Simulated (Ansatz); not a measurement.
Ansatz (a program for electronic structure) input:

Ansatz 0.2 input:
```yaml
crystal:
  periodic: [false, false, false]
  atoms:
    - {symbol: Si, position_ang: [0.74010310, 0.20827413, -0.74527063]}
    - {symbol: C, position_ang: [1.77816733, -1.16121467, -0.10956583]}
    - {symbol: Cl, position_ang: [0.74004471, 1.86738642, 0.40201824]}
    - {symbol: O, position_ang: [-0.95750118, -0.40294185, -0.64948535]}
    - {symbol: Si, position_ang: [-1.81245084, -1.18354430, 0.71834873]}
    - {symbol: H, position_ang: [0.79393181, 0.52829736, -2.17428037]}
    - {symbol: H, position_ang: [1.63750798, -2.06750364, -0.70203679]}
    - {symbol: H, position_ang: [2.82852893, -0.86807333, -0.18311674]}
    - {symbol: H, position_ang: [1.57411879, -1.37713891, 0.94043172]}
    - {symbol: H, position_ang: [-3.15174080, -0.59159793, 0.63751310]}
    - {symbol: H, position_ang: [-0.99674484, -0.75748130, 1.85868065]}
    - {symbol: H, position_ang: [-1.74804545, -2.61810965, 0.42158465]}
    - {symbol: H, position_ang: [-1.51444296, -0.14935628, -1.40290165]}
basis:
  gaussian:
    orbitals: def2-TZVPD
hamiltonian:
  xc: {name: CAM-B3LYP}
total_charge: 1
output: {forces: true}
```

Question: Which total energy does the run end on?

Answer: -1157.24091 Eh (CAM-B3LYP/def2-TZVPD). The basis has 281 functions.

It need not be the lowest isomer of its formula.
